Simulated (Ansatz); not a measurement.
AlClH4O2Si, SMILES [OH][Al]([Cl])[O][SiH3]. Atoms are numbered in the order given.

```xyz
9

Al    -0.2398     0.5578     0.5825
Cl     0.3726     2.1686    -0.5885
O     -0.6786     0.8864     2.1776
H     -0.9765     0.2363     2.8152
O     -0.2831    -0.9950    -0.0691
Si    -0.1761    -2.2959    -1.0786
H     -1.5185    -2.9354    -1.2191
H      0.7794    -3.2946    -0.5128
H      0.3047    -1.8775    -2.4300
```

Geometry optimised at PBE0-D3(BJ)/def2-SVP. The structure was generated by enumeration; whether it is a known compound was not checked. Other conformers were not sampled.

Two levels are set side by side: PBE-D3(BJ)/def2-SVP (Ansatz, a quantum-chemistry and plane-wave program) and PBE0-D3(BJ)/def2-SVP (Ansatz). Each level has its own optimised geometry; the coordinates shown are those of the second. Differences are taken from unrounded values.

```csv
quantity,PBE0-D3(BJ)
mean bond length (Å),1.568
bond Al1–Cl2 (Å),2.083
bond Al1–O3 (Å),1.687
bond Al1–O5 (Å),1.685
bond O5–Si6 (Å),1.650
bond O3–H4 (Å),0.958
bond Si6–H7 (Å),1.494
bond Si6–H8 (Å),1.494
bond Si6–H9 (Å),1.494
```

Q: What does PBE-D3(BJ) give, and how far is it from PBE0-D3(BJ)? (An estimate is asked for; the answer gives what the named calculation found.)

A: 
```json
[
 {"quantity": "mean bond length (Å)", "PBE-D3(BJ)": "1.582", "PBE-D3(BJ) minus PBE0-D3(BJ)": "0.014"},
 {"quantity": "bond Al1–Cl2 (Å)", "PBE-D3(BJ)": "2.097", "PBE-D3(BJ) minus PBE0-D3(BJ)": "0.013"},
 {"quantity": "bond Al1–O3 (Å)", "PBE-D3(BJ)": "1.705", "PBE-D3(BJ) minus PBE0-D3(BJ)": "0.018"},
 {"quantity": "bond Al1–O5 (Å)", "PBE-D3(BJ)": "1.701", "PBE-D3(BJ) minus PBE0-D3(BJ)": "0.017"},
 {"quantity": "bond O5–Si6 (Å)", "PBE-D3(BJ)": "1.667", "PBE-D3(BJ) minus PBE0-D3(BJ)": "0.017"},
 {"quantity": "bond O3–H4 (Å)", "PBE-D3(BJ)": "0.970", "PBE-D3(BJ) minus PBE0-D3(BJ)": "0.012"},
 {"quantity": "bond Si6–H7 (Å)", "PBE-D3(BJ)": "1.504", "PBE-D3(BJ) minus PBE0-D3(BJ)": "0.011"},
 {"quantity": "bond Si6–H8 (Å)", "PBE-D3(BJ)": "1.504", "PBE-D3(BJ) minus PBE0-D3(BJ)": "0.011"},
 {"quantity": "bond Si6–H9 (Å)", "PBE-D3(BJ)": "1.506", "PBE-D3(BJ) minus PBE0-D3(BJ)": "0.012"}
]
```

Exact exchange shortens and stiffens bonds; PBE has none. Differences between two approximate levels are no errors against the true value.
